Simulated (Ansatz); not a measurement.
`F[Si](F)(F)[SiH](Cl)Cl` + CH₃SH → `CS[Si](F)(F)F` + `Cl[SiH2]Cl` at 700 K and 1 bar (cleavage of the Si–Si bond).

Isolated molecules relaxed with PBE0-D4/def2-TZVP in Ansatz; ΔE leaves out vibrations. CBS: MP2 limit from def2 TZ/QZ plus the TZ coupled-cluster correction, frozen cores. This one scheme is used for every species. One conformer a species, not always the lowest.

```tsv
species	CCSD(T)/CBS energy (Eh)	H − E (kJ/mol)	S (J/(mol·K))
`F[Si](F)(F)[SiH](Cl)Cl`	-1798.00739	146.1	542.7
CH₃SH	-438.22835	160.2	309.0
`CS[Si](F)(F)F`	-1026.33397	207.3	485.1
`Cl[SiH2]Cl`	-1209.93203	98.0	351.1
```

H − E and S are ideal-gas, rigid-rotor, harmonic terms from PBE0-D4/def2-TZVP, for one conformer and one mirror image of each species. 1 Eh = 2625.50 kJ/mol, R = 8.31446 J/(mol·K).

Question: By hand: ΔE, ΔH, ΔS and ΔG.

Answer: ΔE = (-1026.33397) + (-1209.93203) − (-1798.00739) − (-438.22835) = -0.03026 Eh = -79.4 kJ/mol. Δ(H − E) = 207.3 + 98.0 − 146.1 − 160.2 = -1.0, so ΔH = -80.4 kJ/mol. ΔS = 485.1 + 351.1 − 542.7 − 309.0 = -15.5 J/(mol·K). ΔG = -80.4 − 700 × (-15.5)/1000 = -69.6 kJ/mol.

Question: By hand: the equilibrium constant, and the temperature at which ΔG would vanish if ΔH and ΔS stayed fixed.

Answer: log₁₀ K = −ΔG/(RT ln 10) = 5.2. ΔG = 0 at ΔH/ΔS = 5187 K, far beyond where these terms or the molecules hold.

ΔH outweighs TΔS. A doubt of 5 kJ/mol in ΔE shifts log₁₀ K by 0.4 here. Other conformers and mirror images would add mixing entropy, several J/(mol·K) or more a flexible species. Modes under 60 cm⁻¹, often nearly free rotors, make the harmonic entropy too high. These are equilibria of isolated gas molecules and say nothing of rates. Largest T1 diagnostic: 0.011 (customary marks: 0.02 for closed shells, 0.045 for open ones).
